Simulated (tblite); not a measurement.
Start geometry of `CC(C)OC1=C[C]1[O-]` [radical] from a force field or distance geometry (Å):
```
atom  x, y, z in Å
C1    -1.687   -1.280   -0.824
C2    -0.557   -0.669   -0.067
C3    -1.086    0.629    0.533
O4     0.574   -0.339   -0.810
C5     1.737    0.224   -0.246
C6     2.506    0.421    0.812
C7     2.979    1.042   -0.448
O8     2.793    2.402   -0.681
H9    -2.611   -1.107   -0.191
H10   -1.841   -0.735   -1.775
H11   -1.631   -2.368   -0.927
H12   -0.286   -1.322    0.822
H13   -0.242    1.327    0.652
H14   -1.579    0.443    1.483
H15   -1.794    1.067   -0.232
H16    2.719    0.274    1.888
```

**Question.** What comes out of this run: GFN2-xTB geometry optimisation, gas phase (tblite)?

**Answer.** 
```
atom  x, y, z in Å
C1    -1.566   -1.361   -0.531
C2    -0.443   -0.415   -0.095
C3    -1.008    0.962    0.279
O4     0.490   -0.317   -1.137
C5     1.849    0.021   -0.769
C6     2.438   -0.101    0.565
C7     2.300    1.163    0.042
O8     2.434    2.385    0.163
H9    -2.304   -1.471    0.263
H10   -2.053   -0.960   -1.419
H11   -1.154   -2.337   -0.776
H12    0.052   -0.840    0.798
H13   -0.183    1.637    0.495
H14   -1.653    0.893    1.156
H15   -1.576    1.370   -0.555
H16    2.369   -0.620    1.509
```

The energy falls by 48.7 kcal/mol over 134 L-BFGS steps, the largest force on an atom goes from 4.69 to 0.008 eV/Å, and the atoms move by 0.597 Å rms after alignment. The bond that changes most is C7–O8 (ends: carbon bonded to 2 C and O; oxygen bonded to C), which shortens by 0.157 Å. Bonds longer at the end by more than 0.005 Å: 5 of 16; shorter: 10. Among the angles that change most is C5–C7–O8, from 116.4° to 148.8°. Among the dihedrals that turn most is O4–C5–C7–O8, from 70° to -67°. Rotational constants go from 4971, 1054, 1030 to 4256, 1327, 1156 MHz. The orientation of the end geometry is arbitrary; only internal coordinates are fixed.

On an Intel Xeon at 2.50 GHz with one thread, shared host, this took 2.5 s of wall time.

Its GFN2-xTB frequencies are all real (lowest 28 cm⁻¹). Whether the extra electron is bound in the gas phase wasn't checked; a finite basis holds it in any case.

One conformer stands for the species.

These are computed values.
